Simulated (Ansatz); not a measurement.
Basis sets compared for `[H]/C=C/c1ccc(/C=C/c2ccc(/C=C/c3ccc(/C=C/c4ccccc4)cc3)cc2)cc1`. Total charge 0; singlet. Geometry r2SCAN-D4/def2-SVP. Ansatz on 2 threads of AMD EPYC 7R13 on a shared host and a share (18 GiB) of an NVIDIA H100 80GB HBM3; times are rough, and most runs start from earlier orbitals.

Cartesian coordinates in Å:
```
H 6.149 11.958 3.362
C 5.881 10.976 2.962
C 4.726 10.381 3.310
C 4.231 9.076 2.869
C 2.973 8.625 3.324
C 2.451 7.399 2.934
C 3.165 6.550 2.060
C 2.674 5.258 1.606
C 1.485 4.682 1.922
C 0.988 3.396 1.464
C 1.709 2.540 0.595
C 1.188 1.325 0.182
C -0.089 0.885 0.610
C -0.684 -0.377 0.204
C -0.138 -1.307 -0.623
C -0.733 -2.568 -1.031
C -2.015 -3.003 -0.613
C -2.538 -4.216 -1.031
C -1.814 -5.074 -1.895
C -2.316 -6.356 -2.365
C -3.522 -6.910 -2.086
C -4.024 -8.197 -2.557
C -5.325 -8.597 -2.184
C -5.858 -9.815 -2.606
C -5.102 -10.669 -3.415
C -3.807 -10.289 -3.794
C -3.275 -9.073 -3.373
C -0.537 -4.640 -2.311
C -0.013 -3.423 -1.892
C -0.806 1.738 1.477
C -0.283 2.956 1.892
C 4.427 7.001 1.609
C 4.948 8.228 2.000
H 6.598 10.512 2.277
H 4.058 10.914 3.999
H 2.398 9.264 4.002
H 1.472 7.095 3.314
H 3.357 4.721 0.937
H 0.802 5.220 2.591
H 2.699 2.837 0.239
H 1.782 0.699 -0.489
H -1.679 -0.566 0.624
H 0.857 -1.117 -1.043
H -2.611 -2.375 0.053
H -3.531 -4.510 -0.681
H -1.622 -6.905 -3.012
H -4.219 -6.359 -1.444
H -5.922 -7.932 -1.551
H -6.869 -10.100 -2.302
H -5.515 -11.625 -3.748
H -3.208 -10.952 -4.425
H -2.262 -8.801 -3.680
H 0.048 -5.281 -2.979
H 0.981 -3.116 -2.234
H -1.796 1.426 1.826
H -0.865 3.594 2.564
H 5.004 6.362 0.932
H 5.928 8.534 1.624
```

Single mean-field runs in def2-SVP, def2-TZVP are fitted with def2-universal-jkfit.

Binding counts from free atoms (H doublet, C triplet) in the same basis, without a counterpoise term.

```json
{"level": "PBE-D4/def2-SVP", "functions": "578", "energy (Eh)": "-1232.6354", "HOMO (eV)": "-4.69", "LUMO (eV)": "-2.90", "binding per atom (eV)": "5.46", "wall time": "13 s"}
{"level": "PBE0-D4/def2-SVP", "functions": "578", "energy (Eh)": "-1232.7517", "HOMO (eV)": "-5.42", "LUMO (eV)": "-2.29", "binding per atom (eV)": "5.35", "wall time": "14 s"}
```

Problem. Estimate the rows for PBE-D4/def2-TZVP (with forces), PBE0-D4/def2-TZVP.

Solution. 
```
                         level  functions  energy (Eh)  HOMO (eV)  LUMO (eV)  binding per atom (eV)  wall time
PBE-D4/def2-TZVP (with forces)       1148   -1233.9242      -4.74      -2.98                   5.38       18 s
             PBE0-D4/def2-TZVP       1148   -1234.0265      -5.42      -2.35                   5.27       16 s
```
